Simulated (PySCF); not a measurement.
C2H5ClGaN, SMILES [Cl][Ga]([NH2])[CH]=C. Atoms are numbered in the order given.

```xyz
10

Ga     0.0877     0.0831     0.1006
Cl    -1.9990     0.1782     0.6543
C      0.6344    -0.9143    -1.4624
C      1.9172    -1.0182    -1.8445
H     -0.1332    -1.4188    -2.0639
H      2.2171    -1.5881    -2.7339
H      2.7365    -0.5412    -1.2916
N      1.1647     0.9950     1.2190
H      0.8100     1.4984     2.0246
H      2.1709     1.0755     1.1317
```

Geometry: r2SCAN-D4/def2-SVP. The structure was generated by enumeration; whether it is a known compound was not checked. Other conformers were not sampled.

Two levels are set side by side: PBE/pcSseg-1 (PySCF) and PBE0/pcSseg-1 (PySCF). GIAO shifts against HCl (³⁵Cl), NH3 (¹⁵N), TMS (¹H), TMS (¹³C) at the same level; non-relativistic, no solvent, atoms listed together averaged. Without spin–orbit terms, shifts of atoms bonded to Cl or Br come out too high at both levels. Differences are taken from unrounded values.

```tsv
quantity	PBE0	PBE	PBE minus PBE0
δ(³⁵Cl) of Cl2 (ppm)	-9.1	23.7	32.8
δ(¹³C) of C3 (ppm)	145.9	146.5	0.6
δ(¹³C) of C4 (ppm)	151.9	148.4	-3.5
δ(¹H) of H5 (ppm)	6.74	6.73	-0.01
δ(¹⁵N) of N8 (ppm)	44.5	55.8	11.3
```

Rough cost on one machine, each run with all the roots and properties that it gave: PBE0 against PBE within a factor of 2.
